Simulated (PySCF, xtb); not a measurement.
Se(Br)(OH) (BrHOSe), SMILES O[Se]Br. One conformer was computed; it need not be the lowest.

Harmonic wavenumbers (cm⁻¹) from GFN2-xTB (xtb) at its own minimum, in rising order: 187, 281, 361, 576, 990, 3507.

### Question
What does B3LYP-D3(BJ)/def2-TZVP in PySCF give at its own minimum? (An estimate is asked for; the answer gives what the named calculation found.)

### Answer
182, 287, 460, 667, 1113, 3758. Paired by order, the mean absolute difference is 96 cm⁻¹ and the zero-point energies are 8.4 and 9.2 kcal/mol.
